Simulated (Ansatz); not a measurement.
Q: Name a neutral molecule of C, F, O, Si and H with size of the dipole moment (PBE/def2-TZVPP) between 1.85 and 2.15 D and HOMO–LUMO gap (ωB97M-V/def2-TZVPP) between 11.65 and 11.95 eV (Ansatz, PBE0-D4/def2-TZVP geometry).

A: `C=C[SiH](F)OC` (1.94 D, 11.81 eV). Other molecules can fit too; these were computed, each in one conformer that needn't be the lowest.
